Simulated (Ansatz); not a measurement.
BHN (SMILES B=[N]) moved off its minimum; all values from Ansatz (a program for electronic structure), cores frozen in correlated methods. Open shells are unrestricted.
(charge 0, multiplicity 2)
```xyz
3

B     -0.01136    -0.04986    -0.70202
N     -0.14158    -0.00256     0.59091
H     -0.03643     0.07621    -1.75813
```

Forces at HF/def2-TZVPP (eV/Å):

```tsv
atom	Fx	Fy	Fz
B1	-0.455	0.164	4.526
N2	0.286	-0.291	-0.755
H3	0.168	0.127	-3.771
```

Problem. Give the forces (eV/Å), the total energy and the dipole at CCSD(T)/aug-cc-pVTZ.

Solution. 
```
atom      Fx      Fy      Fz
----  ------  ------  ------
B1    -0.111  -0.101   2.671
N2     0.026  -0.137   1.166
H3     0.085   0.238  -3.837
```
Energy -79.9380 hartree, dipole 2.73 D.
